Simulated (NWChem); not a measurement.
Molecule: NiHSBr, triplet; SMILES [Ni]([SH])[Br]

```xyz
4

Ni    -0.1147     0.2757     0.0000
Br     0.3639    -1.9106     0.0000
S     -0.3700     2.4030     0.0000
H     -1.7244     2.3596     0.0000
```
Atoms are numbered in this order, from 1.

Level: PBE0/def2-SVP, spin-unrestricted (NWChem), optimised geometry, unscaled harmonic frequencies. In the optimisation the excess spin sits in a' and a" (Cs, its own frame). This build's default masses of Se (78.918 u) and Br (79.917 u) are each other's, which moves their modes by up to 0.6 %. This spin state was assumed; another may lie lower.

Question: List the harmonic frequencies with IR intensities, and the thermochemistry.

Answer: 
```json
[
 {"frequency (cm⁻¹)": "30", "IR intensity (km/mol)": "0.8"},
 {"frequency (cm⁻¹)": "54", "IR intensity (km/mol)": "9.2"},
 {"frequency (cm⁻¹)": "263", "IR intensity (km/mol)": "6.7"},
 {"frequency (cm⁻¹)": "455", "IR intensity (km/mol)": "78.1"},
 {"frequency (cm⁻¹)": "552", "IR intensity (km/mol)": "25.4"},
 {"frequency (cm⁻¹)": "2688", "IR intensity (km/mol)": "0.8"}
]
```

```json
{
  "zero_point_energy": "5.8 kcal/mol",
  "thermal correction to the enthalpy at 298.15 K (with zero-point energy)": "9.8 kcal/mol",
  "heat capacity Cv": "14.1 cal/(mol K)",
  "entropy at 298.15 K and 1 atm (symmetry number 1, electronic part: spin degeneracy alone)": "81.5 cal/(mol K)",
  "dipole_moment": "1.89 D"
}
```

Rigid rotor and harmonic oscillator; modes under 100 cm⁻¹ make the entropy uncertain.
